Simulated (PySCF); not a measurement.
Electronic absorption of C5H5FN2O

C5H5FN2O.
Cartesian coordinates in Å at the GFN2-xTB level; atoms count from 1:
```xyz
14
C5H5FN2O angstrom
C     -2.3805    0.1703    0.0736
O     -1.2837   -0.1027    0.9212
C     -0.0460   -0.0827    0.3898
C      1.0378   -0.3559    1.2395
N      2.2816   -0.3591    0.8105
C      2.4592   -0.0905   -0.4674
F      3.7147   -0.0945   -0.8976
N      1.5386    0.1797   -1.3609
C      0.2830    0.1857   -0.9408
H     -2.4532   -0.5640   -0.7338
H     -2.3161    1.1763   -0.3508
H     -3.2618    0.0999    0.7082
H      0.8786   -0.5743    2.2855
H     -0.4528    0.4114   -1.6991
```

Level of theory: TDDFT wB97X-D/def2-SVPD, vertical, gas phase, core orbitals frozen in the response (PySCF 2.14.0, density-fitted response routines).

```csv
state,E (eV),E (kJ/mol),λ (nm),f,symmetry,"main configurations (H = HOMO, L = LUMO)"
S1,4.52,436,274.1,0.0051,A″,H-1→L (99%)
S2,4.96,479,249.8,0.083,A′,H→L (94%)
S3,5.65,545,219.5,0.0000,–,H-1→L+1 (99%)
S4,6.28,606,197.3,0.211,A′,H→L+1 (91%)
S5,6.69,646,185.3,0.0000,–,H-3→L (94%)
S6,7.12,687,174.2,0.026,A″,"H→L+2 (72%), H→L+3 (20%)"
S7,7.71,744,160.8,0.431,A′,H-2→L (87%)
S8,7.77,749,159.6,0.0005,–,H-3→L+1 (84%)
```

Triplets (Tamm–Dancoff): T1 3.70 eV, H→L (97%); T2 4.06 eV, H-1→L (97%); T3 4.40 eV, H→L+1 (85%), H-2→L (10%).

The lowest singlet comes at 274 nm (436 kJ/mol) in the ultraviolet; it is weak; its leading configuration is HOMO-1→LUMO (99%). The most intense listed level is S7 at 7.71 eV (161 nm, f = 0.431), 3.19 eV above S1. Löwdin shares by element: HOMO carbon 39% or more, oxygen 24% (atoms not listed hold the other 36%); LUMO carbon 44% or more, nitrogen 36% (atoms not listed hold the other 21%). Weighted by f, the mean energy of these states is 6.97 eV. Orbital energies (eV): HOMO-3 -11.75, HOMO-2 -11.59, HOMO-1 -9.70, HOMO -9.11, LUMO 0.11, LUMO+1 1.25, LUMO+2 1.99. Of the 8 states listed, 4 reach f = 0.01 and 2 stay under 0.0005. Symmetry labels in Cs follow from the direction of the transition dipole and are given only for states with f of 0.002 or more. Singlets were solved by full linear response, triplets in the Tamm–Dancoff approximation.

One conformer stands for the species.
